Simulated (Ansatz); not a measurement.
Frontier orbitals of C2H7FOSi, SMILES `C[SiH2]OCF`.

Cartesian coordinates in Å:
```
C 0.7239 -1.4299 0.8416
Si -0.6470 -0.7519 -0.2091
O -0.1474 0.5381 -1.1364
C -0.0881 1.8253 -0.6837
F 0.8787 1.9529 0.2969
H 1.5675 -1.7434 0.2225
H 0.3749 -2.2979 1.4080
H 1.0777 -0.6751 1.5467
H -1.7814 -0.2856 0.6394
H -1.1246 -1.7591 -1.1871
H -1.0337 2.1471 -0.2290
H 0.1994 2.4796 -1.5101
```

Charge 0, multiplicity 1. All single points use the PBE0-D4/def2-TZVP geometry. It is one conformer, not always the lowest. Basis def2-TZVPP, the Gaussian-basis code of Ansatz.

```csv
functional,HOMO (eV),LUMO (eV),gap (eV)
PBE,-7.10,-0.17,6.93
BLYP,-7.04,-0.05,6.99
r2SCAN,-7.44,0.29,7.73
PBE0,-8.61,0.70,9.31
r2SCANh,-8.01,0.58,8.59
HSE06 (plane-wave form),-8.21,0.33,8.54
ωB97M-V,-10.94,2.30,13.24
```

Against PBE, PBE0 changes HOMO and LUMO by −1.51 and +0.87 eV, ωB97M-V by −3.84 and +2.47 eV. A gap of 6.93 eV thus becomes 13.24 eV for the same molecule, so an orbital gap means little without its functional. A positive LUMO is unbound and depends on the basis.
